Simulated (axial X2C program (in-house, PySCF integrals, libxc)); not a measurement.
**Be₂⁺: from Re and ωe to a spectrum**

A bond curve at the PBE0 level, 2c, was computed with an in-house relativistic program for diatomic molecules (basis Be dyall-v3z [8s8p3d1f] (cores contracted in-house)) for the state Ω = 1/2 (⟨Sz⟩ = 0.50, ⟨Lz⟩ = 0.00 at PBE0). Its fit gives Re = 2.2158 Å, ωe = 532.5 cm⁻¹, ωexe = 5.16 cm⁻¹ and αe = 1.080e-02 cm⁻¹; the masses are 9.0122 and 9.0122 u. Two-component means X2C with spin–orbit coupling and atomic mean-field Coulomb and Gaunt terms.

Q: Find the reduced mass, Be and the force constant.

A: From the PBE0 values: μ = 4.5061 u. Be = 16.8576/(μ Re²) = 0.762 cm⁻¹. k = 5.8918×10⁻⁷ μ ωe² = 0.753 mdyn/Å.

Q: Where do the fundamental and the first overtone lie?

A: ν(1←0) = ωe − 2ωexe = 522.2 cm⁻¹; ν(2←0) = 2ωe − 6ωexe = 1034.0 cm⁻¹.

Q: Estimate De from a Morse curve and compare with the computed well depth of 2.348 eV to Be + Be+.

A: De(Morse) = ωe²/(4ωexe) = 1.703 eV against 2.348 eV computed, a ratio of 0.73. The extrapolation falls short: long-range attraction (ionic or ion–induced dipole) or a change of character along the curve can cause this.

Q: Estimate the centrifugal constant by the Kratzer relation.

A: D = 4Be³/ωe² = 6.24e-06 cm⁻¹.

Q: A Morse curve ties αe to the other constants (Pekeris). How well does that hold?

A: αe(Morse) = 6Be²/ωe × (√(ωexe/Be) − 1) = 1.048e-02 cm⁻¹; the PBE0 curve gives 1.080e-02 cm⁻¹, a ratio of 0.97.

One determinant describes the state; a PBE0 search over occupations chose it and may have missed a lower one. Dissociation energies refer to the lowest single-determinant-based atoms at the same level and basis. Density functionals use the spin component along the axis (collinear).
